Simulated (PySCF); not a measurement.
F₂Sr, charge +1, doublet, at a GFN2-xTB geometry (such geometries of metal compounds can be far from the true shape) (a state made from the parent by changing its charge; the spin is typed, not shown lowest) (core potentials on Sr); PySCF with B97M-V/def2-SVP.

PySCF was given this input:
```python
from pyscf import gto, scf, dft

mol = gto.Mole()
mol.atom = '''
    Sr   -0.51111909   -0.11805827   -0.04548426
    F     0.91037426    1.34179717   -0.84459637
    F     1.24768413   -0.84332893    1.03664102
'''
mol.basis = 'def2-svp'
mol.ecp = {'Sr': 'def2-svp'}
mol.charge = 1
mol.spin = 1
mol.verbose = 4
mol.build()

mf = dft.UKS(mol)
mf.xc = 'b97m_v'
mf.kernel()
```

Output, abridged:

```
PySCF version 2.14.0

[INPUT] verbose = 4
[INPUT] num. atoms = 3
[INPUT] num. electrons = 27
[INPUT] charge = 1
[INPUT] spin (= nelec alpha-beta = 2S) = 1
[INPUT] symmetry False subgroup None
[INPUT] Mole.unit = angstrom
[INPUT] Symbol           X                Y                Z      unit          X                Y                Z       unit  Magmom
[INPUT]  1 Sr    -0.511119090000  -0.118058270000  -0.045484260000 AA   -0.965875097137  -0.223097797040  -0.085952794379 Bohr   0.0
[INPUT]  2 F      0.910374260000   1.341797170000  -0.844596370000 AA    1.720358022254   2.535629166016  -1.596055825102 Bohr   0.0
[INPUT]  3 F      1.247684130000  -0.843328930000   1.036641020000 AA    2.357781295666  -1.593660710623   1.958967617290 Bohr   0.0

nuclear repulsion = 58.2848976764709
number of shells = 21
number of NR pGTOs = 97
number of NR cGTOs = 51
basis = def2-svp
ecp = {'Sr': 'def2-svp'}

******** <class 'pyscf.dft.uks.UKS'> ********
method = UKS
initial guess = minao
damping factor = 0
level_shift factor = 0
DIIS = <class 'pyscf.scf.diis.CDIIS'>
diis_start_cycle = 1
diis_space = 8
diis_damp = 0
SCF conv_tol = 1e-09
SCF conv_tol_grad = None
SCF max_cycles = 50
direct_scf = True
direct_scf_tol = 1e-13
number electrons alpha = 14  beta = 13
XC library pyscf.dft.libxc version 7.1.2
    S. Lehtola, C. Steigemann, M. J. T. Oliveira, and M. A. L. Marques,  SoftwareX 7, 1–5 (2018)
XC functionals = b97m_v
    N. Mardirossian and M. Head-Gordon,  J. Chem. Phys. 142, 074111 (2015)
radial grids:
    Treutler-Ahlrichs [JCP 102, 346 (1995); DOI:10.1063/1.469408] (M4) radial grids

becke partition: Becke, JCP 88, 2547 (1988); DOI:10.1063/1.454033
pruning grids: <function nwchem_prune>
grids dens level: 3
symmetrized grids: False
atomic radii adjust function: <function treutler_atomic_radii_adjust>
** Following is NLC and NLC Grids **
NLC functional = b97m_v
radial grids:
    Treutler-Ahlrichs [JCP 102, 346 (1995); DOI:10.1063/1.469408] (M4) radial grids

becke partition: Becke, JCP 88, 2547 (1988); DOI:10.1063/1.454033
pruning grids: <function nwchem_prune>
grids dens level: 3
symmetrized grids: False
atomic radii adjust function: <function treutler_atomic_radii_adjust>
small_rho_cutoff = 0
Set gradient conv threshold to 3.16228e-05
tot grids = 50440
tot grids = 50440
init E= -217.971436451002

cycle= 1 E= -227.991851717397  delta_E=  -10  |g|= 1.61  |ddm|= 2.49
cycle= 2 E= -204.743562166475  delta_E= 23.2  |g|= 3.81  |ddm|= 5.92
cycle= 3 E= -229.604376190572  delta_E= -24.9  |g|=  0.9  |ddm|= 5.39
cycle= 4 E= -229.900090418608  delta_E= -0.296  |g|= 0.205  |ddm|= 0.561
cycle= 5 E= -229.870291953335  delta_E= 0.0298  |g|= 0.34  |ddm|= 0.454
cycle= 6 E= -229.833402379972  delta_E= 0.0369  |g|= 0.42  |ddm|= 0.693
cycle= 7 E= -229.930692353463  delta_E= -0.0973  |g|= 0.0578  |ddm|= 0.471
cycle= 8 E= -229.931690683046  delta_E= -0.000998  |g|= 0.0469  |ddm|= 0.0691
cycle= 9 E= -229.932335835129  delta_E= -0.000645  |g|= 0.037  |ddm|= 0.0511
cycle= 10 E= -229.932799233668  delta_E= -0.000463  |g|= 0.0251  |ddm|= 0.0429
cycle= 11 E= -229.933135278031  delta_E= -0.000336  |g|= 0.00292  |ddm|= 0.0455
cycle= 12 E= -229.933145675619  delta_E= -1.04e-05  |g|= 0.00431  |ddm|= 0.0169
cycle= 13 E= -229.93315881491  delta_E= -1.31e-05  |g|= 0.000905  |ddm|= 0.00806
cycle= 14 E= -229.933163131985  delta_E= -4.32e-06  |g|= 0.000592  |ddm|= 0.0107
cycle= 15 E= -229.93316279225  delta_E= 3.4e-07  |g|= 0.00133  |ddm|= 0.00375
cycle= 16 E= -229.93316353237  delta_E= -7.4e-07  |g|= 0.000594  |ddm|= 0.00107
cycle= 17 E= -229.93316362971  delta_E= -9.73e-08  |g|= 0.000389  |ddm|= 0.000195
cycle= 18 E= -229.933163705875  delta_E= -7.62e-08  |g|= 9.97e-06  |ddm|= 0.000364
cycle= 19 E= -229.933163705614  delta_E= 2.61e-10  |g|= 2.63e-05  |ddm|= 4.26e-05
Extra cycle  E= -229.933163588308  delta_E= 1.17e-07  |g|= 0.000484  |ddm|= 0.000461
SCF not converged.
SCF energy = -229.933163588308 after 50 cycles  <S^2> = 0.75859551  2S+1 = 2.0085771
```

Convergence was not reached.
